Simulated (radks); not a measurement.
The numbers below are computed, except where a source is named.
Q: The osmium ion Os+, 75 electrons, occupied as [Xe] 4f14 5d6 6p1 (not the ground configuration). Code: a radial shooting solver on a logarithmic mesh with Libxc functionals. Model: Dirac Kohn-Sham, PBEsol, spin-unpolarised, spherical densities, point nucleus; open shells fill j = l - 1/2 first. Some entries of the table are withheld. Estimate them.

orbital  occ.  eigenvalue (eV)  r(max) (bohr)
1s1/2       2        -73752.28        0.01102
2s1/2       2        -12842.75        0.06360
2p1/2       2        -12295.68        0.04711
2p3/2       4        -10765.11        0.05416
3s1/2       2        -2995.043         0.1791
3p1/2       2        -2750.575            (1)
3p3/2       4        -2416.838            (2)
3d3/2       4        -2007.655         0.1421
3d5/2       6        -1935.354         0.1461
4s1/2       2        -638.7090         0.4053
4p1/2       2        -536.2087         0.4044
4p3/2       4        -457.7224         0.4345
4d3/2       4        -289.6422         0.4295
4d5/2       6        -275.1064         0.4390
5s1/2       2        -100.3417         0.9145
5p1/2       2         -68.7526         0.9746
4f5/2       6         -62.3294         0.4030
4f7/2       8         -59.5236         0.4078
5p3/2       4         -56.5018          1.057
5d3/2       4         -15.7573            (3)
5d5/2       2         -14.6542            (4)
6p1/2       1          -8.3973          2.903
6p3/2       0          -7.4023          3.190

A: 
(1) 3p1/2 r(max) (bohr): 0.1674
(2) 3p3/2 r(max) (bohr): 0.1819
(3) 5d3/2 r(max) (bohr): 1.330
(4) 5d5/2 r(max) (bohr): 1.373
